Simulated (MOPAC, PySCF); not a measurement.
C$_{9}$H$_{10}$BNSi, SMILES `Bc1c(ccc2c1cccn2)[SiH3]`, neutral singlet in the gas phase. 

Cartesian coordinates (Å):
SMILES: c1ccc2c(B)c([SiH3])ccc2n1
```xyz
22

B     -1.3547     0.6313    -1.8209
C     -0.6657     0.2103    -0.5080
C     -1.4611     0.0074     0.6512
Si    -3.3536     0.2391     0.6524
C     -0.8539    -0.3839     1.8784
C      0.5173    -0.5743     1.9736
C      1.3633    -0.3839     0.8442
N      2.7041    -0.5885     1.0151
C      3.4919    -0.4115    -0.0328
C      3.0224    -0.0231    -1.3182
C      1.6655     0.1863    -1.5029
C      0.7685     0.0115    -0.4094
H     -2.5619     0.7852    -1.8388
H     -0.7582     0.8232    -2.8620
H     -3.7594     1.6484     0.3247
H     -3.8111    -0.0663     2.0550
H     -4.0497    -0.7085    -0.2834
H     -1.4806    -0.5387     2.7707
H      1.0001    -0.8759     2.9153
H      4.5730    -0.5813     0.1257
H      3.7343     0.1069    -2.1471
H      1.2695     0.4864    -2.4827
```
Charge 0, spin multiplicity 1.

All levels are single points at this geometry (PBE-D3(BJ)/def2-SVP); Pople sets use spherical d functions. Orbital energies aren't observables, and empty levels follow the basis.

```tsv
level	HOMO (eV)	LUMO (eV)	gap (eV)	dipole (D)	vertical IE, Delta-SCF (eV)
PBE-D3(BJ)/def2-TZVP in PySCF	-6.14	-3.52	2.63	1.12	8.59
B3LYP/6-31G* in PySCF	-6.72	-2.54	4.18	1.08	8.46
PBE/6-31G* in PySCF	-5.85	-3.22	2.62	1.13	8.41
SVWN5/6-31G* in PySCF	-5.94	-3.45	2.49	1.08	–
PM3 in MOPAC	-9.20	-1.27	7.94	0.62	–
PM7 in MOPAC	-9.29	-1.47	7.83	1.76	–
```
